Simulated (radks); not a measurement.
The table gives one normalised radial function P(r) = r R(r) of Ni in [Ar] 3d8 4p2 (r in bohr). All-electron calculation, scalar-relativistic Kohn-Sham, r2SCAN, spin-polarised, spherical densities, finite nucleus; open shells are filled with parallel spins first; meta-GGA in the generalised Kohn-Sham scheme; Fermi nuclear charge, rms radius 3.7757 fm. Program: a radial shooting solver on a logarithmic mesh with Libxc functionals.

r,P
0.00728,0.0001
0.009632,0.0002
0.01285,0.0004
0.017,0.0010
0.02249,0.0021
0.02976,0.0046
0.03937,0.0097
0.0521,0.0200
0.06893,0.0401
0.0912,0.0774
0.1207,0.1422
0.1597,0.2462
0.2113,0.3966
0.2795,0.5860
0.3728,0.7908
0.4933,0.9452
0.6527,0.9956
0.8636,0.9170
1.143,0.7422
1.512,0.5288
2,0.3294
2.647,0.1763
3.502,0.0804
4.634,0.0284
6.131,0.0071
8.112,0.0011
10.73,0.0001

Which n and l does it have? It may be an empty orbital.

Answer. n = 3, l = 2: the number of nodes gives n - l - 1 = 0, the rise at small r (about r^(l+1)) gives l, and the extent must fit the shell. The curve is that of 3d up; the table hardly tells the two spins apart. 3d up: eigenvalue -13.524 eV, 0 radial nodes, <r> = 0.980 bohr, 90 % of the charge inside 1.71 bohr.
